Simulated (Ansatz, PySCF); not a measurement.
Caution: the highest occupied level lies above zero, a sign of self-interaction error and of too few diffuse functions. This singlet lies 1.10 eV below the relaxed triplet at the level frozen-core CCSD(T)/aug-cc-pVTZ // PBE-D3(BJ)/def2-SVPD (Ansatz, a first-principles code).

Cartesian coordinates (Å):
```xyz
5

B      0.8810    -0.5263     0.2233
N     -0.4656    -0.0842     0.0088
H      1.6168     0.4389    -0.0819
H     -0.7657     0.8556    -0.3331
H     -1.2665    -0.6841     0.1829
```
Charge -1, spin multiplicity 1.

Task: Estimate the HOMO and total energy that PBE-D3(BJ)/def2-TZVPD // PBE-D3(BJ)/def2-SVPD (PySCF) returns for this input.

Result: 
| Property | Value |
|---|---|
| HOMO | 2.24 eV |
| total energy | -81.2737 Ha |
